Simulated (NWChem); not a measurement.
SiH₂OBrCl; SMILES O[SiH](Cl)Br

```xyz
6

Si    -0.4922     0.5991     0.4350
O     -1.9082     0.9166    -0.3324
Cl     0.9666     1.9376    -0.1269
Br     0.2399    -1.4358    -0.0532
H     -0.7439     0.7051     1.8831
H     -1.9297     0.8888    -1.2947
```
Atoms are numbered in this order, from 1.

Computed with NWChem. Pople sets run with spherical d functions. All runs use the structure optimised with PBE0/def2-SVP. Total energies compare along this basis series because the functional is fixed.

```json
[
 {"level": "TPSS/STO-3G", "basis functions": "43", "energy (Ha)": "-3362.7734", "highest occupied level (eV)": "-4.25", "orbital gap (eV)": "6.68", "dipole (D)": "2.10", "relative time": "1"},
 {"level": "TPSS/3-21G", "basis functions": "61", "energy (Ha)": "-3383.7353", "highest occupied level (eV)": "-7.45", "orbital gap (eV)": "6.49", "dipole (D)": "1.62", "relative time": "1"},
 {"level": "TPSS/6-31G*", "basis functions": "86", "energy (Ha)": "-3400.0195", "highest occupied level (eV)": "-7.45", "orbital gap (eV)": "6.70", "dipole (D)": "1.27", "relative time": "4"},
 {"level": "TPSS/6-311G**", "basis functions": "126", "energy (Ha)": "-3400.3747", "highest occupied level (eV)": "-7.54", "orbital gap (eV)": "6.62", "dipole (D)": "1.16", "relative time": "5"}
]
```

Times are rough ratios from one shared machine.
